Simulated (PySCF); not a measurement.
# Telling isomers of C6H11N apart by NMR

Theoretical values (PySCF): geometry from GFN2-xTB, σ from GIAO-PBE0/pcSseg-1, spin–spin couplings from B3LYP/pcJ-1 (spin–dipole term left out of most H,H and C,H couplings). One conformer, equivalent nuclei averaged, no relativistic terms, isolated molecule.

Shifts are taken against calculated references (same method and geometry level): 1H and 13C vs TMS. Multiplet labels drop J under 1 Hz and among equivalent protons, and merge close values. Unscaled 3J(H,H) run several per cent high. Where no couplings were computed, multiplicities follow the n + 1 count of equivalent neighbours, and m marks all less simple cases (inequivalent or close neighbours, rings, F or P nearby). Shifts are as computed. Against solution values, carbons near 30 ppm lie about +3 ppm off and those near 130 ppm about +5 ppm. Of 1211 compounds with measured shifts, 218 miss one by over three times the rms of a fit or turn the order of signals round; such compounds aren't used in these exercises.

(1) Tabulate the signals of `CCC(C)(C)C#N`, `CC#CCN(C)C` and their relative energies.

(2) What is the quickest way to tell CCC(C)(C)C#N from CC#CCN(C)C?

Results:

(1) 
```tsv
SMILES	carbon types	δC	δH	E rel. (kcal/mol)
CCC(C)(C)C#N	2×C 1×CH2 3×CH3	129.5, 38.2, 31.2, 29.1, 12.4	1.47 (q, 2H), 1.33 (s, 6H), 1.26 (t, 3H)	0.0
CC#CCN(C)C	2×C 1×CH2 3×CH3	89.5, 79.1, 50.1, 44.4, 4.6	3.47 (s, 2H), 2.26 (s, 6H), 2.05 (s, 3H)	46.7
```

Energies are electronic energies at PBE0/pcSseg-1 on these geometries, without zero-point or thermal terms, each for the one conformer computed, which needn't be the lowest.

(2) Both give the same number of carbon signals, with the same numbers of each carbon type, so the positions decide. The first has a quaternary sp3 carbon α to a nitrile (C) at 31.2 ppm, the second an alkyne carbon (C) at 79.1 ppm. Their most deshielded carbons lie at 129.5 and 89.5 ppm. In the proton spectra the most deshielded non-exchanging signals are 1.47 (q, J = 7.8 Hz, 2H) and 3.47 (s, 2H).
